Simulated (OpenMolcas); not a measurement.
## Mn3+, Tc3+, Re3+: d⁴ down the group

```yaml
Program: OpenMolcas
Method: MS-CASPT2, IPEA 0.25 Eh, imaginary shift 0.1 Eh
Basis: ANO-R2
Scalar_Hamiltonian: X2C, finite nucleus
Spin-orbit_coupling: RASSI with atomic mean-field integrals over the reference wave functions, term energies averaged over their components
```

Active space for each ion: 4 electrons in 10 orbitals (d d); closed shells correlated by CASPT2: Mn3+ 3s 3p; Tc3+ 4s 4p; Re3+ 5s 5p.

Computed levels in cm-1 above ⁵D₀:

```tsv
Level	Mn3+	Tc3+	Re3+
⁵D₁	102	346	3230
⁵D₂	302	946	6240
⁵D₃	591	1719	8710
⁵D₄	960	2610	10610
³P₀(1)	21290	14600	15250
³H₄	21890	16000	18060
³P₁(1)	21900	16370	20470
³H₅	22120	16840	22250
³H₆	22380	17600	24320
weight of ⁵D in the lowest level (%)	100	98	67
```

Mixed levels, with the weight of the term that names them: Re3+ ⁵D₀ (67 %), Re3+ ³P₀(1) (57 %), Re3+ ³H₄ (58 %).

Measured, with the error of the calculation in %. Measured levels: Mn3+ from Corliss and Sugar, J. Phys. Chem. Ref. Data 6, 1253 (1977); Re3+ from the list in Brasseur, Gamrath and Quinet, At. Data Nucl. Data Tables 157, 101636 (2024).

```csv
Level,Mn3+,Re3+
⁵D₁,99.0 (+3.4),3084 (+4.6)
⁵D₂,287 (+5.4),5979 (+4.4)
⁵D₃,552 (+7.1),8350 (+4.4)
⁵D₄,886 (+8.4),10121 (+4.8)
³P₀(1),20654 (+3.1),
³H₄,21281 (+2.9),16946 (+6.6)
³P₁(1),21279 (+2.9),19340 (+5.9)
³H₅,21475 (+3.0),20930 (+6.3)
³H₆,21679 (+3.2),22896 (+6.2)
```

The fine-structure level ⁵D₄ changes by a factor of 11.1 from Mn3+ to Re3+.

Without spin-orbit coupling ³P(1) lies 21830, 15830, 13370 cm-1 above ⁵D in that order; the difference to the level ³P₀(1), of either sign, comes from spin-orbit coupling, which also lowers the zero.

CASPT2 breaks the degeneracy within a term, and the mean is taken; among the terms shown or strongly mixed into the levels shown the widest spread is 1100 cm-1 (5d⁴ ¹I, Re3+). The CASPT2 spread within a term exceeds the gap to the next term for 3d⁴ ³H and 3d⁴ ³P(1), so the order of their levels is uncertain (figures for Mn3+; the like holds for Re3+). Active for correlation alone: 4d; no level in the range computed is led by a configuration that fills it, so any true level of that kind is missing (holds for Mn3+). Active for correlation alone: 5d; no level in the range computed is led by a configuration that fills it, so any true level of that kind is missing (holds for Tc3+). Active for correlation alone: 6d; no level in the range computed is led by a configuration that fills it, so any true level of that kind is missing (holds for Re3+). Computed and measured levels are paired by configuration, term and J; levels that our copy of the source lacks, or whose pairing is in doubt (as where it misses far off the trend of its configuration), stay unpaired and out of the deviations. Only configurations of the active space appear.

A number in round brackets counts repeated terms of one configuration in the order of the reference energies.
